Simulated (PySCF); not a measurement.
Isomers of C5H10OSi, from PBE0-D3(BJ)/def2-SVP geometry optimisation, gas phase in PySCF. One conformer each, no zero-point energy, no frequencies.

Problem. Which is lowest in electronic energy at this level?
A. `[CH2:1]=[CH:2][Si@@H:3]1[CH2:4][CH2:5][CH2:6][O:7]1` with C1–C2–Si3–C4 -130°, C2–Si3–C4–C5 -97°, Si3–C4–C5–C6 -35°, C4–C5–C6–O7 41°, C5–C6–O7–Si3 -26°: A = 4767, B = 1406, C = 1261 MHz, dipole 1.59 D
B. `[CH2:1]=[C:2]([O:3][SiH3:4])[CH:5]1[CH2:6][CH2:7]1` with C1–C2–O3–Si4 0°, C1–C2–C5–C6 34°: A = 6279, B = 1067, C = 994.1 MHz, dipole 0.15 D
C. `[CH2:1]=[CH:2][O:3][C:4](=[CH2:5])[CH2:6][SiH3:7]` with C1–C2–O3–C4 -151°, C2–O3–C4–C5 21°, O3–C4–C6–Si7 69°: A = 3628, B = 1203, C = 995.9 MHz, dipole 0.62 D
D. `[CH2:1]=[CH:2]/[CH:3]=[CH:4]\[CH2:5][O:6][SiH3:7]` with C1–C2–C3–C4 -179°, C3–C4–C5–O6 -178°, C4–C5–O6–Si7 -175°: A = 8991, B = 688.8, C = 647.4 MHz, dipole 0.96 D

Solution. A. That is `C=C[Si@@H]1CCCO1`, 28.0 kcal/mol below the next.

```json
{"SMILES": "C=C[Si@@H]1CCCO1", "mapped SMILES": "[CH2:1]=[CH:2][Si@@H:3]1[CH2:4][CH2:5][CH2:6][O:7]1", "E (Eh)": "-560.56492", "relative (kcal/mol)": "0.0", "relative (kJ/mol)": "0.0", "dipole (D)": "1.59"}
{"SMILES": "C=C(O[SiH3])C1CC1", "mapped SMILES": "[CH2:1]=[C:2]([O:3][SiH3:4])[CH:5]1[CH2:6][CH2:7]1", "E (Eh)": "-560.52024", "relative (kcal/mol)": "28.0", "relative (kJ/mol)": "117.3", "dipole (D)": "0.15"}
{"SMILES": "C=C/C=C\\CO[SiH3]", "mapped SMILES": "[CH2:1]=[CH:2]/[CH:3]=[CH:4]\\[CH2:5][O:6][SiH3:7]", "E (Eh)": "-560.51333", "relative (kcal/mol)": "32.4", "relative (kJ/mol)": "135.4", "dipole (D)": "0.96"}
{"SMILES": "C=COC(=C)C[SiH3]", "mapped SMILES": "[CH2:1]=[CH:2][O:3][C:4](=[CH2:5])[CH2:6][SiH3:7]", "E (Eh)": "-560.48766", "relative (kcal/mol)": "48.5", "relative (kJ/mol)": "202.8", "dipole (D)": "0.62"}
```

As drawn, the lowest has an Si–O bond, which the highest lacks.
